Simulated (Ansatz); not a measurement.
Consider the homolysis of the Ge–H bond: `[Cl][GeH2][GeH3]` → `[Cl][GeH][GeH3]`• + H•.

Gas-phase electronic energies from Ansatz, PBE0-D4/def2-TZVP geometries. CCSD(T)/CBS is the MP2 limit (def2-TZVPP, def2-QZVPP) plus CCSD(T) − MP2 in def2-TZVPP, frozen cores. This one scheme is used for every species, atoms too. Functionals use def2-TZVPP. Open shells (•) are unrestricted, without spin–orbit coupling. Bonds to Ge are less sure, by a few kJ/mol each and by 10 to 20 or more in all where they break to atoms, as the def2 sets lack core-valence functions. Scalar relativity is left out up to krypton.

`[Cl][GeH2][GeH3]`:

```xyz
8

Cl    2.297   -0.968   -0.955
Ge    1.004   -0.164    0.586
Ge   -1.150    0.246   -0.445
H     0.961   -1.220    1.701
H     1.692    1.111    1.098
H    -0.976    1.253   -1.589
H    -2.124    0.817    0.598
H    -1.703   -1.075   -0.994
```

`[Cl][GeH][GeH3]`•:

```xyz
7

Cl    2.519    1.005    0.655
Ge    1.278   -0.680    0.085
Ge   -1.041    0.082    0.131
H     1.798   -1.096   -1.317
H    -1.375    0.504    1.566
H    -1.235    1.270   -0.826
H    -1.944   -1.085   -0.293
```

```
           species  BHLYP energy (Eh)
`[Cl][GeH2][GeH3]`        -4617.22464
`[Cl][GeH][GeH3]`•        -4616.59264
                H•           -0.49854
```

Problem. Work out ΔE.

Solution. ΔE = (-4616.59264) + (-0.49854) − (-4617.22464) = 0.13346 Eh = +3.63 eV. CCSD(T)/CBS gives +3.79 eV.

Largest T1 diagnostic among the species: 0.013.

From BLYP to BHLYP (50 % exact exchange), in def2-TZVPP and without D4, ΔE moves by +0.17 eV. In def2-TZVPP, CCSD(T) changes the Hartree–Fock value by +0.85 eV (the triples alone add +0.00 eV) and MP2 by +0.76 eV; breaking electron pairs costs correlation energy, which Hartree–Fock lacks.
